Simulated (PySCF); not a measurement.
Spinor energies of C⁺ (carbon, charge +1)

Start: [He] 2s2 2p1; 2p1/2 filled at m_j = +1/2. Calculated with PySCF 2.14 in x2c-SVPall-2c with one added diffuse shell of s type (4s2p1d, 15 functions): generalised Hartree-Fock with the X2C-1e Hamiltonian and a Gaussian nucleus; one run each with spin-orbit coupling (SO) switched off, then screened by Boettger's factors.

```
spinor shell  electrons  ε, spin-free (eV)  ε, screened SO (eV)  weight of nominal j (screened SO)  rms radius, screened SO (bohr)
       1s1/2          2            -323.95              -323.95                              1.000                           0.312
       2s1/2          2            -31.113              -31.112                              0.999                            1.63
       2p1/2          1            -24.986              -24.991                              0.898                            1.65
```

```csv
quantity,spin-free,screened SO
E (hartree),-37.26020,-37.26039
M_J,1/2,1/2
⟨J²⟩,1.090,1.062
⟨L²⟩,2.014,2.014
⟨S²⟩,0.755,0.755
```

The determinant has a definite M_J but mixes levels of different J.

Each row is a mean over spinors that exchange with the open shell spreads, by up to 1.127 eV (2s1/2).

Rows whose weight is well below 1 are mixtures of j = l ± 1/2: exchange outweighs spin-orbit coupling there, and the label is only the starting occupation.

Without spin-orbit coupling the j labels of p, d and f shells carry no meaning; the spin-free column gives the mean over the occupied spinors of each nl shell, and its ⟨J²⟩ belongs to a mixture of degenerate components.
